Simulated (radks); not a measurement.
Values are calculated unless marked as measured or tabulated.
Ionisation of neutral thallium, [Hg] 6p1, to [Hg] as the strength of local exchange is varied. Level of theory: Dirac Kohn-Sham, Slater X-alpha exchange (alpha = 2/3 is LDA exchange), no correlation, spin-unpolarised, spherical densities, point nucleus; open shells fill j = l - 1/2 first (a radial shooting solver on a logarithmic mesh with Libxc functionals).

alpha  E(Tl) (hartree)  exchange (hartree)  IE (eV)  -e of the level emptied (eV)  <r> of it (bohr)
0.592      -20228.8282           -320.9812    4.752                 1.795 (6p1/2)             3.727
0.667      -20269.5362           -362.4135    5.228                 2.174 (6p1/2)             3.567
0.693      -20283.6685           -376.8168    5.398                 2.312 (6p1/2)             3.516
0.777      -20329.3973           -423.4915    5.964                 2.782 (6p1/2)             3.369
0.945      -20421.1790           -517.4861    7.172                 3.822 (6p1/2)             3.129
1.024      -20464.4874           -561.9829    7.773                 4.353 (6p1/2)             3.035
x          -20214.1945           -306.1077    4.587                 1.666 (6p1/2)             3.791

Which alpha was used in the last row?

Answer. alpha = 0.565. NIST Atomic Spectra Database: 6.108 eV (measured). The Delta-SCF value meets it near alpha = 0.80. Spin polarisation and multiplet splitting are left out, so open shells lie too high by an amount that depends on their filling.

Beside tabulated values, note that spin-unpolarised runs miss the spin-polarisation part of the exchange energy of open shells.
